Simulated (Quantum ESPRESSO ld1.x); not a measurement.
Problem. These are the eigenvalues of the occupied orbitals of an atom or ion with whole-number occupations (Ry). Method: Dirac Kohn-Sham, relativistic LDA (MacDonald-Vosko exchange, VWN5 correlation), spin-unpolarised, spherical densities, point nucleus; computed with ld1.x of Quantum ESPRESSO 7.5.

1s1/2: -1526.75
2s1/2: -219.808
2p1/2: -203.167
2p3/2: -194.548
3s1/2: -39.9290
3p1/2: -33.4899
3p3/2: -32.0460
3d3/2: -20.5632
3d5/2: -20.2843
4s1/2: -7.35876
4p1/2: -5.44932
4p3/2: -5.22558
4d3/2: -2.37432
7p1/2: -0.37308

Which element is it, and in what charge state? The configuration may be excited. Open shells, if any, fill j = l - 1/2 first.

Solution. Z = 43, technetium, charge +2: Tc2+ in [Kr] 4d4 7p1. The list shows which subshells hold electrons but not how many an open one holds; the 1s level, -763.38 hartree, gives Z - s = 39.1 by -(Z - s)^2/2, which with screening and relativity narrows Z to a few neighbours, and the depths of the outer levels then fix element, charge and occupations together.
